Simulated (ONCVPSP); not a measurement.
## Before and after: ONCV potential for tellurium

tellurium (Te), optimised norm-conserving Vanderbilt (ONCV), made with ONCVPSP 4.0.1 (PBEsol, scalar-relativistic). Core [Kr] 4d10, reference 5s2 5p3 (charge +1). Waves: 5s: rc 1.65 bohr, ncon 5, nbas 10, qcut 4.3 1/bohr, 2 projectors, debl 0.8 Ha; 5p: rc 2.10 bohr, ncon 4, nbas 9, qcut 4.6 1/bohr, 3 projectors, debl 2.8 Ha. Local part: polynomial inside 1.50 bohr (lpopt 5, dvloc0 2 Ha). Core correction: Teter function, fcfact 3, rcfact 1.6.

In the s channel the program set the typed energies aside and used -0.864, 0.250 Ha.

All-electron outer shells of the reference configuration (PBEsol, scalar-relativistic, ld1.x):

```
shell  level (eV)  outermost node (bohr)  outermost maximum (bohr)
   4p     -123.30                   0.38                      0.74
   4d      -50.63                   0.36                      0.81
   5s      -23.51                   0.91                      1.77
   5p      -13.72                   1.00                      2.11
```

Change: core correction Teter function, fcfact 3, rcfact 1.16.

Cutoffs: the cutoffs (Ha) at which the residual kinetic energy of the hardest occupied pseudo-wave falls to 1 and 0.1 mHa per electron; they do not see the model core or the augmentation charge, which bear on the density cutoff. Errors are all-electron minus pseudo energies relative to the spin-unpolarised reference configuration.

Task: What does the change do?

Result: The potential gets neither clearly harder nor softer (51 Ha and 106 Ha → 51 Ha and 106 Ha); both files keep a bound ghost (s); of the 4 tests that both files solve, the error grows in 0 and shrinks in 4 by more than 15 % and 0.3 meV (median size 52.7 → 14.4 meV). A model core, the more so a compact one, raises the density cutoff, which this test does not measure.

| quantity | base | changed |
| --- | --- | --- |
| cutoff, loose | 51 Ha | 51 Ha |
| cutoff, tight | 106 Ha | 106 Ha |
| bound ghosts | s | s |
| GHOST(+) flags under 300 eV | s at 64.8 eV, p at 212.1 eV | s at 64.8 eV, p at 212.1 eV |
| error for 5s2 5p4, meV [ΔE -9.75 eV] | -17 | -0.7 |
| error for 5s2 5p2, meV [ΔE 17.97 eV] | -49 | -12 |
| error for 5s2 5p1, meV [ΔE 44.93 eV] | -253 | -48 |
| error for 5s0 5p6, meV [ΔE 9.01 eV] | -56 | -17 |
| s: phases at 1.67 bohr within 0.05 rad from the reference energy up to (Ha; the scan ends near 5) | 2.1 | 2.1 |
| p: phases at 2.14 bohr within 0.05 rad from the reference energy up to (Ha; the scan ends near 5) | to the end of the scan | to the end of the scan |
| rms error of d²Exc/dni dnj with the model core, mHa | 2.32 | 3.17 |

 A true bound ghost makes a file unfit for plane-wave use even where its test errors are small: the radial tests pick states by their node count and pass the ghost by.
